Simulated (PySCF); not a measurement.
Record of a relaxation.

Compound: 6-methyl-2-heptyne, C₈H₁₄.
Numbering: `[CH3:1][C:2]#[C:3][CH2:4][CH2:5][CH:6]([CH3:7])[CH3:8]` (hydrogens: H9, H10, H11 on C1; H12, H13 on C4; H14, H15 on C5; H16 on C6; H17, H18, H19 on C7; H20, H21, H22 on C8)

Method: PBE0-D3(BJ)/def2-SVP geometry optimisation, gas phase (PySCF 2.14.0); density fitting, grid level 1; the optimiser is geomeTRIC in internal coordinates, started from a GFN2-xTB structure. 5 of its 7 geometries are shown. The frame can shift and turn from step to step; on so coarse a grid that alone can change the energy by a few meV, and forces under 0.02 eV/Å are noise.

Step 0: E = -8507.1184 eV, largest atomic force 1.242 eV/Å
```
atom  x, y, z in Å  |  force x, y, z in eV/Å
C1     -3.756    0.412   -0.572    0.337  -0.089   0.199
C2     -2.567    0.072    0.181   -1.010   0.290  -0.634
C3     -1.587   -0.216    0.809    0.933  -0.398   0.717
C4     -0.389   -0.554    1.554    0.172   0.434  -0.187
C5      0.820    0.272    1.098   -0.349  -0.330  -0.467
C6      1.164    0.099   -0.385    0.648  -0.028   0.315
C7      1.629   -1.322   -0.697   -0.368   0.575   0.052
C8      2.249    1.099   -0.781   -0.573  -0.352   0.088
H9     -4.391   -0.467   -0.683   -0.317  -0.235  -0.112
H10    -4.318    1.190   -0.055   -0.294   0.275   0.080
H11    -3.480    0.774   -1.562   -0.046   0.149  -0.382
H12    -0.569   -0.363    2.617   -0.011  -0.087   0.293
H13    -0.186   -1.622    1.438    0.085  -0.319   0.086
H14     1.687   -0.007    1.703    0.296  -0.022   0.212
H15     0.607    1.327    1.284   -0.024   0.306   0.132
H16     0.263    0.309   -0.971   -0.229   0.072  -0.132
H17     0.822   -2.038   -0.564   -0.287  -0.391   0.053
H18     1.969   -1.388   -1.728    0.142  -0.115  -0.420
H19     2.456   -1.603   -0.046    0.376  -0.166   0.252
H20     3.161    0.914   -0.215    0.431  -0.036   0.222
H21     1.925    2.119   -0.585   -0.069   0.460   0.072
H22     2.481    1.013   -1.841    0.160   0.007  -0.438
```

Step 2: E = -8507.1918 eV, largest atomic force 0.034 eV/Å
```
atom  x, y, z in Å  |  force x, y, z in eV/Å
C1     -3.799    0.231   -0.619   -0.003   0.009  -0.006
C2     -2.598   -0.087    0.137   -0.006  -0.028   0.009
C3     -1.603   -0.362    0.775    0.008   0.030  -0.013
C4     -0.385   -0.659    1.522   -0.008  -0.019   0.010
C5      0.823    0.175    1.083    0.019   0.010  -0.003
C6      1.224    0.020   -0.385   -0.022  -0.009   0.002
C7      1.632   -1.410   -0.724    0.009  -0.002   0.001
C8      2.331    1.004   -0.740    0.018   0.005  -0.005
H9     -4.444   -0.654   -0.735    0.002  -0.002   0.002
H10    -4.392    1.013   -0.119    0.002  -0.003   0.002
H11    -3.551    0.596   -1.628    0.002  -0.002   0.001
H12    -0.569   -0.488    2.596   -0.006   0.002  -0.002
H13    -0.157   -1.735    1.428    0.003   0.004   0.004
H14     1.682   -0.094    1.724   -0.002   0.002  -0.004
H15     0.607    1.238    1.283   -0.006  -0.004  -0.001
H16     0.335    0.271   -0.992    0.009   0.005   0.001
H17     0.808   -2.123   -0.574   -0.003   0.003   0.002
H18     1.947   -1.492   -1.775   -0.007   0.004  -0.001
H19     2.480   -1.736   -0.098   -0.002   0.001  -0.003
H20     3.246    0.799   -0.158   -0.003  -0.001   0.002
H21     2.030    2.043   -0.532   -0.003  -0.002   0.002
H22     2.598    0.939   -1.807    0.000  -0.001   0.002
```

Step 3: E = -8507.1924 eV, largest atomic force 0.023 eV/Å
```
atom  x, y, z in Å  |  force x, y, z in eV/Å
C1     -3.799    0.215   -0.623    0.013  -0.001   0.006
C2     -2.597   -0.093    0.135   -0.008  -0.017   0.003
C3     -1.601   -0.359    0.774    0.008   0.018  -0.006
C4     -0.383   -0.652    1.524   -0.004   0.005  -0.008
C5      0.826    0.181    1.086   -0.013  -0.014  -0.011
C6      1.224    0.027   -0.383    0.022  -0.001   0.007
C7      1.619   -1.405   -0.729   -0.013   0.008   0.002
C8      2.341    1.003   -0.735   -0.004  -0.011   0.007
H9     -4.440   -0.674   -0.735   -0.004  -0.006  -0.001
H10    -4.396    0.996   -0.127   -0.003   0.003   0.005
H11    -3.553    0.577   -1.634    0.004   0.000  -0.006
H12    -0.570   -0.479    2.598   -0.007   0.006   0.006
H13    -0.154   -1.727    1.434    0.004  -0.011   0.003
H14     1.684   -0.090    1.726    0.014   0.000  -0.001
H15     0.613    1.244    1.287   -0.009   0.006   0.004
H16     0.338    0.289   -0.989   -0.007   0.011  -0.008
H17     0.788   -2.110   -0.580   -0.002  -0.005   0.000
H18     1.929   -1.485   -1.782   -0.001   0.000  -0.006
H19     2.466   -1.743   -0.108    0.007   0.002   0.005
H20     3.253    0.787   -0.152    0.005   0.000   0.003
H21     2.050    2.043   -0.521   -0.002   0.006   0.001
H22     2.608    0.941   -1.801   -0.001  -0.002  -0.006
```

Step 4: E = -8507.1933 eV, largest atomic force 0.048 eV/Å
```
atom  x, y, z in Å  |  force x, y, z in eV/Å
C1     -3.799    0.185   -0.631    0.021  -0.008   0.014
C2     -2.594   -0.107    0.131   -0.006   0.001  -0.004
C3     -1.595   -0.355    0.773    0.001  -0.002   0.002
C4     -0.380   -0.639    1.529    0.006   0.018  -0.017
C5      0.831    0.193    1.090   -0.036  -0.028  -0.009
C6      1.225    0.042   -0.380    0.047   0.008   0.004
C7      1.593   -1.393   -0.739   -0.029   0.014   0.002
C8      2.360    1.001   -0.724   -0.021  -0.023   0.015
H9     -4.431   -0.711   -0.735   -0.006  -0.005  -0.003
H10    -4.403    0.965   -0.142   -0.005   0.006   0.004
H11    -3.554    0.539   -1.645    0.003   0.002  -0.008
H12    -0.571   -0.460    2.601   -0.005   0.009   0.008
H13    -0.148   -1.714    1.446    0.002  -0.015   0.004
H14     1.689   -0.084    1.729    0.020   0.002  -0.001
H15     0.621    1.256    1.294   -0.006   0.010   0.007
H16     0.343    0.325   -0.983   -0.013   0.012  -0.009
H17     0.749   -2.084   -0.593    0.001  -0.007   0.000
H18     1.894   -1.469   -1.795    0.006  -0.003  -0.006
H19     2.436   -1.753   -0.126    0.011   0.001   0.008
H20     3.266    0.763   -0.143    0.010   0.001   0.001
H21     2.087    2.044   -0.501    0.000   0.008  -0.001
H22     2.625    0.943   -1.791    0.000   0.000  -0.009
```

Step 6: E = -8507.1940 eV, largest atomic force 0.022 eV/Å
```
atom  x, y, z in Å  |  force x, y, z in eV/Å
C1     -3.791    0.140   -0.647    0.001  -0.005   0.003
C2     -2.588   -0.130    0.125    0.004   0.015  -0.005
C3     -1.588   -0.356    0.773   -0.007  -0.020   0.006
C4     -0.375   -0.624    1.539    0.007   0.004  -0.004
C5      0.834    0.208    1.097   -0.008  -0.003   0.000
C6      1.223    0.065   -0.375    0.006   0.004  -0.004
C7      1.555   -1.375   -0.752   -0.007   0.000   0.000
C8      2.381    0.999   -0.709   -0.005  -0.004   0.003
H9     -4.416   -0.762   -0.741    0.000   0.000  -0.001
H10    -4.404    0.922   -0.171    0.000   0.001  -0.001
H11    -3.545    0.483   -1.664    0.000   0.001  -0.001
H12    -0.573   -0.432    2.607   -0.001   0.003   0.000
H13    -0.138   -1.699    1.470    0.000   0.000   0.003
H14     1.695   -0.071    1.730    0.002   0.002  -0.001
H15     0.626    1.271    1.306    0.001   0.001   0.003
H16     0.348    0.377   -0.975   -0.001   0.000   0.001
H17     0.695   -2.047   -0.610    0.001   0.000  -0.001
H18     1.852   -1.446   -1.810    0.005  -0.001   0.001
H19     2.392   -1.760   -0.145    0.000  -0.001   0.002
H20     3.283    0.731   -0.133    0.001   0.000  -0.002
H21     2.135    2.046   -0.473    0.001   0.001   0.000
H22     2.643    0.947   -1.777    0.000   0.002  -0.001
```

**Question.** Summarise the path.

**Answer.** The energy falls by 7.29 kJ/mol from step 0 to step 6; nine tenths of that is first reached at step 1. It falls at every step. The largest force goes from 1.242 to 0.022 eV/Å. Among the bonds C7–H19 changes most (a near tie, within 0.001 Å, with another), from 1.089 to 1.103 Å; the atoms move by 0.134 Å rms after alignment.

**Question.** Follow the three bonds and two angles with the largest change from start to end.

**Answer.** 
```json
{"step": "0", "E above end (kJ/mol)": "7.29", "largest force (eV/Å)": "1.242", "C7–H19 (Å)": "1.089", "C8–H20 (Å)": "1.089", "C2≡C3 (Å)": "1.198", "H12–C4–H13 (°)": "107.7", "C3–C4–C5 (°)": "111.9"}
{"step": "1", "E above end (kJ/mol)": "0.37", "largest force (eV/Å)": "0.150", "C7–H19 (Å)": "1.105", "C8–H20 (Å)": "1.104", "C2≡C3 (Å)": "1.212", "H12–C4–H13 (°)": "105.6", "C3–C4–C5 (°)": "113.6"}
{"step": "2", "E above end (kJ/mol)": "0.21", "largest force (eV/Å)": "0.034", "C7–H19 (Å)": "1.104", "C8–H20 (Å)": "1.103", "C2≡C3 (Å)": "1.213", "H12–C4–H13 (°)": "105.5", "C3–C4–C5 (°)": "113.6"}
{"step": "3", "E above end (kJ/mol)": "0.15", "largest force (eV/Å)": "0.023", "C7–H19 (Å)": "1.103", "C8–H20 (Å)": "1.103", "C2≡C3 (Å)": "1.213", "H12–C4–H13 (°)": "105.5", "C3–C4–C5 (°)": "113.7"}
{"step": "4", "E above end (kJ/mol)": "0.07", "largest force (eV/Å)": "0.048", "C7–H19 (Å)": "1.103", "C8–H20 (Å)": "1.103", "C2≡C3 (Å)": "1.213", "H12–C4–H13 (°)": "105.5", "C3–C4–C5 (°)": "113.8"}
{"step": "5", "E above end (kJ/mol)": "0.02", "largest force (eV/Å)": "0.035", "C7–H19 (Å)": "1.103", "C8–H20 (Å)": "1.103", "C2≡C3 (Å)": "1.213", "H12–C4–H13 (°)": "105.5", "C3–C4–C5 (°)": "113.9"}
{"step": "6", "E above end (kJ/mol)": "0.00", "largest force (eV/Å)": "0.022", "C7–H19 (Å)": "1.103", "C8–H20 (Å)": "1.103", "C2≡C3 (Å)": "1.213", "H12–C4–H13 (°)": "105.5", "C3–C4–C5 (°)": "113.9"}
```

The cost below is that of the whole optimisation. Cost: about 4 min of CPU time on one thread; the machine was shared, so the figure is rough.
